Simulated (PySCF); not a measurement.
Electron correlation in N⁺ (nitrogen, charge +1)

[He] 2s1 2p3, high-spin 5S determinant (an excited configuration). Calculation: PySCF 2.14, in ANO-RCC-VTZP (4s3p2d1f, 30 functions); the spin-free X2C one-electron Hamiltonian (Gaussian nucleus). Frozen: nothing; 6 electrons correlated.

```json
{"level": "CCSD", "correlation energy (mhartree)": "-40.33"}
{"level": "(T)", "correlation energy (mhartree)": "-0.20"}
{"level": "CCSD(T)", "correlation energy (mhartree)": "-40.53"}
{"level": "CCSDT", "correlation energy (mhartree)": "-40.57"}
```

Diagnostics: T1 = 0.0017, D1 = 0.0032, largest double amplitude 0.021.

Task: Is a single reference adequate?

Result: Yes: T1 lies below 0.03 and no double amplitude reaches 0.07.
